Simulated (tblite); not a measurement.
Species: C4H9FSi.
Atom-mapped SMILES: `[CH3:1]/[CH:2]=[C:3](/[SiH3:4])[CH2:5][F:6]` (hydrogens: H7, H8, H9 on C1; H10 on C2; H11, H12, H13 on Si4; H14, H15 on C5)

The geometry is computed with GFN2-xTB (gas phase).

(1) List the bond lengths, angles and torsions at this level.

Results:

(1) 
| bond | length (Å) | order |
| --- | --- | --- |
| C1–C2 | 1.494 | single |
| C2=C3 | 1.329 | double |
| C3–Si4 | 1.891 | single |
| C3–C5 | 1.499 | single |
| C5–F6 | 1.378 | single |
| C1–H7, C1–H8, C1–H9 | 1.089 | single |
| C2–H10 | 1.082 | single |
| Si4–H11, Si4–H12, Si4–H13 | 1.463 | single |
| C5–H14, C5–H15 | 1.097 | single |

Bonds in one row agree within 0.01 Å and their mean is given. Orders are formal, as drawn. A selection of angles:
| angle | degrees |
| --- | --- |
| C2–C1–H7 | 112.4 |
| C2–C1–H8 | 109.7 |
| H7–C1–H8 | 108.6 |
| H8–C1–H9 | 107.4 |
| C1–C2–C3 | 127.3 |
| C1–C2–H10 | 114.3 |
| C3–C2–H10 | 118.4 |
| C2–C3–Si4 | 123.0 |
| C2–C3–C5 | 121.7 |
| Si4–C3–C5 | 115.3 |
| C3–Si4–H11 | 109.0 |
| C3–Si4–H13 | 107.0 |
| H11–Si4–H12 | 110.8 |
| H11–Si4–H13 | 110.2 |
| C3–C5–F6 | 110.4 |
| C3–C5–H14 | 112.1 |
| F6–C5–H14 | 106.1 |
| H14–C5–H15 | 109.6 |

Dihedral angles: C1–C2–C3–Si4 -179° (antiperiplanar); C2–C3–C5–F6 179° (antiperiplanar). The mirror-image conformer, all signs reversed, is as good.

Si4 (SiH3 silicon) is tetrahedral (angles from 107.0° to 110.8°). Of the pairs four or more bonds apart, C5···H7 is among the closest relative to their van der Waals radii: 2.62 Å, 90 % of the sum of Bondi's values. The 6 heavy atoms lie in one plane (0.006 Å rms). The 3 C–C bonds span 1.329 Å (C2=C3, drawn double) to 1.499 Å (C3–C5, drawn single), a spread of 0.170 Å.

Point group: near Cs, missed by 0.13 Å at most; the miss may be what the optimiser left on a soft mode. Its GFN2-xTB frequencies are all real (lowest 57 cm⁻¹). The numbers are those of one conformer. 2 starts were optimised and ended at 0.00 and 0.03 kcal/mol (GFN2-xTB); the lowest of these is shown.
